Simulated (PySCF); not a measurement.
C4H3BrClF, SMILES Cl/C=C(/C(=C)F)Br. Atoms are numbered in the order given.

```xyz
10

C      0.1083    -2.7472     0.0000
C     -0.7099    -1.6913     0.0000
F     -2.0449    -1.8914     0.0000
C     -0.3662    -0.2641     0.0000
Br     1.4723     0.1924     0.0000
C     -1.3252     0.6810     0.0000
Cl    -1.0510     2.3762     0.0000
H      1.1876    -2.6135     0.0000
H     -0.3131    -3.7530     0.0000
H     -2.3755     0.3890     0.0000
```
Charge 0, spin multiplicity 1.

The structure is a stationary point at B3LYP-D3(BJ)/def2-SVP. The structure was generated by enumeration; whether it is a known compound was not checked. Other conformers were not sampled.

Two levels are set side by side: PBE/pcSseg-1 (PySCF) and HF/pcSseg-1 (PySCF). GIAO shifts against CFCl3 (¹⁹F), HCl (³⁵Cl), TMS (¹H), TMS (¹³C) at the same level; non-relativistic, no solvent, atoms listed together averaged. Without spin–orbit terms, shifts of atoms bonded to Cl or Br come out too high at both levels. Differences are taken from unrounded values.

```tsv
quantity	HF
δ(¹³C) of C1 (ppm)	107.4
δ(¹³C) of C2 (ppm)	166.4
δ(¹⁹F) of F3 (ppm)	-102.5
δ(¹³C) of C4 (ppm)	137.8
δ(¹³C) of C6 (ppm)	144.3
δ(³⁵Cl) of Cl7 (ppm)	165.9
δ(¹H) of H8, H9 (ppm)	5.89
δ(¹H) of H10 (ppm)	7.43
```

### Question
What does PBE give, and how far is it from HF? (The exact figures need the calculation; the answer reports its results.)

### Answer

```json
[
 {"quantity": "δ(¹³C) of C1 (ppm)", "PBE": "100.6", "PBE minus HF": "-6.8"},
 {"quantity": "δ(¹³C) of C2 (ppm)", "PBE": "170.0", "PBE minus HF": "3.6"},
 {"quantity": "δ(¹⁹F) of F3 (ppm)", "PBE": "-127.0", "PBE minus HF": "-24.4"},
 {"quantity": "δ(¹³C) of C4 (ppm)", "PBE": "138.8", "PBE minus HF": "1.1"},
 {"quantity": "δ(¹³C) of C6 (ppm)", "PBE": "137.3", "PBE minus HF": "-7.0"},
 {"quantity": "δ(³⁵Cl) of Cl7 (ppm)", "PBE": "282.3", "PBE minus HF": "116.4"},
 {"quantity": "δ(¹H) of H8, H9 (ppm)", "PBE": "5.49", "PBE minus HF": "-0.40"},
 {"quantity": "δ(¹H) of H10 (ppm)", "PBE": "7.21", "PBE minus HF": "-0.22"}
]
```

Rough cost on one machine, each run with all the roots and properties that it gave: HF against PBE within a factor of 2.
